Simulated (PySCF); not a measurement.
H10Si4, triplet, at the geometry of the source list (a higher spin typed on purpose: for a closed-shell molecule this is an excited state) (in this run its highest filled SCF level lies above zero, so its values depend strongly on the basis, on diffuse functions most of all); BHANDHLYP/STO-3G run with PySCF.

The PySCF input:
```python
from pyscf import gto, scf, dft

mol = gto.Mole()
mol.atom = '''
    Si    2.09880000   -0.87300000    0.89290000
    Si    1.09490000    1.11200000    0.25760000
    Si   -0.71730000    0.79770000   -1.16240000
    Si   -2.37460000   -0.52120000   -0.23230000
    H     3.28050000   -0.73640000    1.74650000
    H     1.15460000   -1.72180000    1.62540000
    H     2.52530000   -1.64310000   -0.27930000
    H     2.09350000    2.03230000   -0.31060000
    H     0.63210000    1.83500000    1.45550000
    H    -0.23430000    0.17600000   -2.40820000
    H    -1.28150000    2.07290000   -1.63420000
    H    -2.84200000    0.04230000    1.03770000
    H    -3.56690000   -0.71180000   -1.06040000
    H    -1.86320000   -1.86090000    0.07180000
'''
mol.basis = 'sto-3g'
mol.spin = 2
mol.verbose = 4
mol.build()

mf = dft.UKS(mol)
mf.xc = 'bhandhlyp'
mf.grids.atom_grid = (99, 590)
mf.grids.prune = None
mf.kernel()
```

Q: Predict the main parts of the log of this PySCF run.

A: 
```
PySCF version 2.14.0

[INPUT] verbose = 4
[INPUT] num. atoms = 14
[INPUT] num. electrons = 66
[INPUT] charge = 0
[INPUT] spin (= nelec alpha-beta = 2S) = 2
[INPUT] symmetry False subgroup None
[INPUT] Mole.unit = angstrom
[INPUT] Symbol           X                Y                Z      unit          X                Y                Z       unit  Magmom
[INPUT]  1 Si     2.098800000000  -0.873000000000   0.892900000000 AA    3.966157190237  -1.649730906745   1.687336456624 Bohr   0.0
[INPUT]  2 Si     1.094900000000   1.112000000000   0.257600000000 AA    2.069061133786   2.101375450516   0.486793449688 Bohr   0.0
[INPUT]  3 Si    -0.717300000000   0.797700000000  -1.162400000000 AA   -1.355500549151   1.507434529566  -2.196617647194 Bohr   0.0
[INPUT]  4 Si    -2.374600000000  -0.521200000000  -0.232300000000 AA   -4.487343655392  -0.984925256123  -0.438983378736 Bohr   0.0
[INPUT]  5 H      3.280500000000  -0.736400000000   1.746500000000 AA    6.199246551636  -1.391594318130   3.300406676553 Bohr   0.0
[INPUT]  6 H      1.154600000000  -1.721800000000   1.625400000000 AA    2.181877783423  -3.253730441276   3.071560842868 Bohr   0.0
[INPUT]  7 H      2.525300000000  -1.643100000000  -0.279300000000 AA    4.772125382364  -3.105008995273  -0.527800506591 Bohr   0.0
[INPUT]  8 H      2.093500000000   2.032300000000  -0.310600000000 AA    3.956141641777   3.840490402954  -0.586948934290 Bohr   0.0
[INPUT]  9 H      0.632100000000   1.835000000000   1.455500000000 AA    1.194495883338   3.467647438577   2.750496374304 Bohr   0.0
[INPUT] 10 H     -0.234300000000   0.176000000000  -2.408200000000 AA   -0.442762830986   0.332591797923  -4.550838453178 Bohr   0.0
[INPUT] 11 H     -1.281500000000   2.072900000000  -1.634200000000 AA   -2.421684028630   3.917213283611  -3.088190432764 Bohr   0.0
[INPUT] 12 H     -2.842000000000   0.042300000000   1.037700000000 AA   -5.370601646014   0.079935415069   1.960968799461 Bohr   0.0
[INPUT] 13 H     -3.566900000000  -0.711800000000  -1.060400000000 AA   -6.740464113711  -1.345107055465  -2.003865582489 Bohr   0.0
[INPUT] 14 H     -1.863200000000  -1.860900000000   0.071800000000 AA   -3.520937715290  -3.516591345203   0.135682335744 Bohr   0.0

nuclear repulsion = 325.224360377237
number of shells = 30
number of NR pGTOs = 138
number of NR cGTOs = 46
basis = sto-3g
ecp = {}

******** <class 'pyscf.dft.uks.UKS'> ********
method = UKS
initial guess = minao
damping factor = 0
level_shift factor = 0
DIIS = <class 'pyscf.scf.diis.CDIIS'>
diis_start_cycle = 1
diis_space = 8
diis_damp = 0
SCF conv_tol = 1e-09
SCF conv_tol_grad = None
SCF max_cycles = 50
direct_scf = True
direct_scf_tol = 1e-13
number electrons alpha = 34  beta = 32
XC library pyscf.dft.libxc version 7.1.2
    S. Lehtola, C. Steigemann, M. J. T. Oliveira, and M. A. L. Marques,  SoftwareX 7, 1–5 (2018)
XC functionals = bhandhlyp
    A. D. Becke,  J. Chem. Phys. 98, 1372 (1993)
    Defined through Gaussian implementation.
radial grids:
    Treutler-Ahlrichs [JCP 102, 346 (1995); DOI:10.1063/1.469408] (M4) radial grids

becke partition: Becke, JCP 88, 2547 (1988); DOI:10.1063/1.454033
pruning grids: None
grids dens level: 3
symmetrized grids: False
atomic radii adjust function: <function treutler_atomic_radii_adjust>
User specified grid scheme (99, 590)
small_rho_cutoff = 0
Set gradient conv threshold to 3.16228e-05
tot grids = 817744
init E= -1149.5499882523

cycle= 1 E= -1150.23523094345  delta_E= -0.685  |g|= 0.0834  |ddm|= 3.37

cycle= 2 E= -1150.24951047252  delta_E= -0.0143  |g|= 0.034  |ddm|= 0.459

cycle= 3 E= -1150.25285559463  delta_E= -0.00335  |g|= 0.0168  |ddm|= 0.229

cycle= 4 E= -1150.25499615906  delta_E= -0.00214  |g|= 0.00989  |ddm|= 0.221

cycle= 5 E= -1150.25623313371  delta_E= -0.00124  |g|= 0.00388  |ddm|= 0.245

cycle= 6 E= -1150.25636622753  delta_E= -0.000133  |g|= 0.00179  |ddm|= 0.0704

cycle= 7 E= -1150.25638318167  delta_E= -1.7e-05  |g|= 0.00066  |ddm|= 0.0209

cycle= 8 E= -1150.25638588014  delta_E= -2.7e-06  |g|= 0.000197  |ddm|= 0.00907

cycle= 9 E= -1150.25638602873  delta_E= -1.49e-07  |g|= 4.79e-05  |ddm|= 0.00213

cycle= 10 E= -1150.25638603626  delta_E= -7.53e-09  |g|= 1.39e-05  |ddm|= 0.000441

cycle= 11 E= -1150.25638603715  delta_E= -8.9e-10  |g|= 3.4e-06  |ddm|= 0.000164

Extra cycle  E= -1150.2563860372  delta_E= -4.52e-11  |g|= 1.92e-06  |ddm|= 2.35e-05
converged SCF energy = -1150.2563860372  <S^2> = 2.0021541  2S+1 = 3.0014357
```
